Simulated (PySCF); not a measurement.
Molecule: sum formula Si2NH5F, charge 0, multiplicity 2. It need not be the lowest isomer of its formula. 
Structure (B3LYP-D3(BJ)/def2-TZVP (Ansatz) minimum search):
```xyz
9

Si     1.0933    -0.7469    -0.2174
F      2.0173     0.5435     0.0296
N     -0.5728    -0.4927    -0.0474
Si    -1.8318     0.6465     0.2254
H      1.4881    -1.7544     0.7885
H      1.3318    -1.1849    -1.6081
H     -2.2183     1.1064    -1.1349
H     -1.4230     1.8153     1.0402
H     -2.9860    -0.0196     0.8690
```
Charge 0, spin multiplicity 2.

Dispersion corrections to the total energy (kcal/mol) from the dftd3 and dftd4 libraries through PySCF: D3(BJ) without and D4 with the three-body term, each with the damping fitted for the functional named.

```json
[
 {"functional": "revPBE", "D3(BJ)": "-9.83", "D4": "-12.12"},
 {"functional": "CAM-B3LYP", "D3(BJ)": "-3.45", "D4": "___"},
 {"functional": "BHLYP", "D3(BJ)": "-6.04", "D4": "-5.25"},
 {"functional": "B3LYP", "D3(BJ)": "-7.34", "D4": "-6.65"},
 {"functional": "PBE", "D3(BJ)": "-4.02", "D4": "___"},
 {"functional": "LC-wPBE", "D3(BJ)": "-4.04", "D4": "___"},
 {"functional": "HSE06", "D3(BJ)": "-2.91", "D4": "-3.25"}
]
```

**Question.** Some entries are withheld; supply them.

**Answer.** 
- CAM-B3LYP, D4: -3.55
- PBE, D4: -4.11
- LC-wPBE, D4: -4.60
